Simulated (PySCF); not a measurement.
CH₈N₂Si, SMILES C[SiH](N)N. Atoms are numbered in the order given.

```xyz
12

Si    -0.3503    -0.0910     0.0000
C      0.1247     1.7249     0.0000
N      0.2185    -0.7512     1.5108
N      0.2185    -0.7512    -1.5108
H     -1.8194    -0.3415     0.0000
H     -0.2628     2.2347     0.8954
H      1.2226     1.8412     0.0000
H     -0.2628     2.2347    -0.8954
H     -0.0654    -1.6867     1.7886
H      1.1754    -0.5775     1.8070
H     -0.0654    -1.6867    -1.7886
H      1.1754    -0.5775    -1.8070
```

The structure is a stationary point at B3LYP-D3(BJ)/def2-SVP. The values are those of a single conformer.

The numbers are results of PBE/pcSseg-1 in PySCF, not measurements.

GIAO shieldings, no solvent; atoms listed in one row are averaged. δ = σ(ref) − σ: ²⁹Si against TMS (σ = 335.4 ppm); ¹³C against TMS (σ = 182.0 ppm); ¹⁵N against NH3 (σ = 267.0 ppm); ¹H against TMS (σ = 31.49 ppm), references at their B3LYP-D3(BJ)/def2-TZVP geometries, non-relativistic.

### Question
Estimate the chemical shifts. (The exact figures need the calculation; the answer reports its results.)

### Answer

| nucleus | atoms | count | δ (ppm) |
|---|---|---|---|
| ²⁹Si | Si1 | 1 | -23.3 |
| ¹³C | C2 | 1 | -1.4 |
| ¹⁵N | N3, N4 | 2 | 46.4 |
| ¹H | H5 | 1 | 4.94 |
| ¹H | H11, H9 | 2 | 0.84 |
| ¹H | H12, H10 | 2 | 0.61 |
| ¹H | H6, H7, H8 | 3 | 0.41 |
